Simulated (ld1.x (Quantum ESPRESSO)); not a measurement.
BLYP PAW dataset for hydrogen, scalar-relativistic all-electron reference.

```json
{
  "Element": "hydrogen (H)",
  "Generator": "ld1.x (Quantum ESPRESSO) 7.5",
  "Type": "PAW",
  "Functional": "BLYP",
  "Relativity": "scalar-relativistic",
  "Frozen core": "none",
  "Valence charge": "1",
  "Reference configuration": "1s1",
  "Partial waves": "1s (bound): rcut 1.00, rcutus 1.10 bohr; 1s channel at 0.65 Ry: rcut 1.00, rcutus 1.10 bohr; 2p channel at 0.2 Ry: rcut 0.80, rcutus 0.95 bohr; 2p channel at 0.9 Ry: rcut 0.80, rcutus 0.95 bohr",
  "Local potential": "all-electron potential smoothed inside 0.95 bohr (lloc = -1)",
  "Core correction": "none",
  "Augmentation charge": "BG, radius 0.70 bohr"
}
```

All-electron outer shells of the reference configuration (BLYP, scalar-relativistic, ld1.x):

```
shell  level (eV)  outermost node (bohr)  outermost maximum (bohr)
   1s       -6.53                      –                      1.01
```

(1) Estimate the cutoffs (Ry, on a coarse ladder) from which the occupation-weighted sum of valence levels, in a spherical-Bessel basis at the reference potential, stays within 10 and 1 mRy of its value at 400 Ry.

(2) What does a ghost test show?

(3) Is the overlap operator S = 1 + Σ q|β⟩⟨β| positive definite (Bessel basis up to 400 Ry)?

Answers

(1) 18 Ry and 30 Ry.

(2) No extra level below or beside the all-electron valence levels (s, p, d, f tested).

(3) Yes: its lowest eigenvalue is 0.99 (s channel).
